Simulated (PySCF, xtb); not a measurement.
siletan-1-amine (C₃H₉NSi), SMILES [SiH]1(N)CCC1. One conformer was computed; it need not be the lowest.

Harmonic wavenumbers (cm⁻¹) from GFN2-xTB (xtb) at its own minimum, in rising order: 79, 158, 204, 212, 482, 487, 541, 646, 668, 700, 714, 787, 814, 877, 926, 994, 1001, 1051, 1169, 1191, 1214, 1226, 1288, 1479, 1482, 1505, 1516, 2265, 2972, 2989, 2997, 3003, 3010, 3021, 3475, 3517.

Q: What does PBE-D3(BJ)/def2-SVP in PySCF give at its own minimum? (Estimate from the structure and the level; the computed values follow.)

A: 120, 158, 250, 271, 342, 435, 545, 622, 633, 678, 773, 795, 840, 870, 878, 929, 931, 945, 1018, 1104, 1165, 1189, 1235, 1358, 1379, 1417, 1490, 2148, 2970, 2986, 2988, 3022, 3063, 3066, 3499, 3597. Paired by order, the mean absolute difference is 52 cm⁻¹ and the zero-point energies are 72.4 and 71.1 kcal/mol.
